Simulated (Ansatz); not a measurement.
Worked example: a bond strength in SnH2O2 (SMILES [OH][Sn][OH])

SnH2O2 has 5 atoms, charge 0, and is taken as a singlet. As SMILES, `[OH][Sn][OH]`. The shape was relaxed beforehand at wB97X-V/def2-SVP. This is one conformer, not always the lowest.

```
atom    x (Å)    y (Å)    z (Å)
   O  -0.9769   0.1793  -0.6123
  Sn  -0.1558  -0.9566   0.8120
   O   1.5658   0.0052   0.6357
   H  -1.8987   0.0009  -0.8363
   H   1.5154   0.6974  -0.0405
```

Wanted: the dissociation energy of the O3–Sn2 bond into doublet OH and doublet SnOH (shapes relaxed at wB97X-V/def2-SVP, no zero-point term). 1 Eh = 2625.50 kJ/mol = 27.2114 eV. Totals in Eh; open shells run unrestricted unless said.

| level | program | SnH2O2 | doublet OH | doublet SnOH |
| --- | --- | --- | --- | --- |
| HF/def2-TZVPP (core potential) | Ansatz | -364.365008 | -75.423434 | -288.842625 |
| wB97M-V/def2-TZVPP (core potential) | Ansatz | -365.992805 | -75.741803 | -290.092210 |
| MP2/def2-TZVPP (core potential), 6 core orbitals frozen | Ansatz | -365.166594 | -75.622316 | -289.375528 |

Q: Work out the dissociation energy at each level.

A: 
1. HF/def2-TZVPP (core potential): (-75.423434) + (-288.842625) − (-364.365008) = 0.098949 Eh = 259.8 kJ/mol = 2.69 eV.
2. wB97M-V/def2-TZVPP (core potential): (-75.741803) + (-290.092210) − (-365.992805) = 0.158792 Eh = 416.9 kJ/mol = 4.32 eV.
3. MP2/def2-TZVPP (core potential): (-75.622316) + (-289.375528) − (-365.166594) = 0.168750 Eh = 443.1 kJ/mol = 4.59 eV.

The levels span 260 to 443 kJ/mol; no measured value is set beside them. Hartree–Fock lacks the correlation of the electrons that are unpaired, so it comes out low. A bond enthalpy at 298 K also holds the loss of zero-point energy and thermal terms.
